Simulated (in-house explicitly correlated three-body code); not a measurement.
Computed with an exponentially correlated three-body code. Model: two electrons around a point charge, non-relativistic, variational in 260 exponentially correlated functions (energies converged to about 1e-7 hartree, or 1e-8 relative for large Z).

Command:
```bash
python run_hyl.py task.json out
```
Settings (lengths in bohr, energies in hartree):
```
Z                      3
screening              0.45
interaction_strength   1
functions              260
states_tried           13
```

Cost of the run: 43 s on 1 thread of Intel(R) Xeon(R) Platinum 8375C CPU @ 2.90GHz (Ice Lake), on a shared host.

**Those bound S and P states to n = 4 that converged, binding against the one-electron ion.**

Given: nuclear charge 3; Yukawa screening of all interactions 0.45 1/bohr.

Computed: one-electron threshold -3.2891472 hartree.

| term | energy (hartree) | binding (eV) |
| --- | --- | --- |
| 1 1S | -5.26850019 | 53.861 |
| 2 3S | -3.36768478 | 2.1371 |
| 2 1S | -3.33344678 | 1.2055 |

**Converged states only, values per electron or pair (inverse distances are <exp(-kr)/r>).**

| term | mean r (bohr) | mean r squared (bohr²) | mean inverse r (1/bohr) | mean r12 (bohr) | mean inverse r12 (1/bohr) | mean cosine | mean p1 dot p2 (bohr⁻²) | delta r1 (bohr⁻³) | delta r12 (bohr⁻³) |
| --- | --- | --- | --- | --- | --- | --- | --- | --- | --- |
| 1 1S | 0.58551 | 0.46924 | 2.2487 | 0.88195 | 1.164 | -0.042189 | 0.26928 | 6.6489 | 0.5075 |
| 2 3S | 1.9269 | 7.0396 | 1.3651 | 3.3999 | 0.12421 | -0.0068718 | 0.0061005 | 4.3157 | - |
| 2 1S | 2.3245 | 10.819 | 1.3423 | 4.179 | 0.11179 | -0.0061509 | 0.0084939 | 4.2708 | 0.026737 |

**Static dipole response.**

```json
{"state": "1 1S", "polarisability (bohr³)": "0.21654"}
{"state": "2 3S", "polarisability (bohr³)": "110.86"}
```
